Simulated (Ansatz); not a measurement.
Task: Name a neutral molecule of B, C, N and H with LUMO energy (B3LYP/def2-TZVPP) between 0.55 and 0.85 eV and HOMO–LUMO gap (ωB97M-V/def2-TZVPP) between 10.80 and 11.10 eV (Ansatz, PBE0-D4/def2-TZVP geometry).

Result: `CN(C)BN` (0.71 eV, 10.90 eV). Other molecules can fit too; these were computed, each in one conformer that needn't be the lowest.

B3LYP here is the variant with VWN-RPA as its local correlation; programs differ in this.
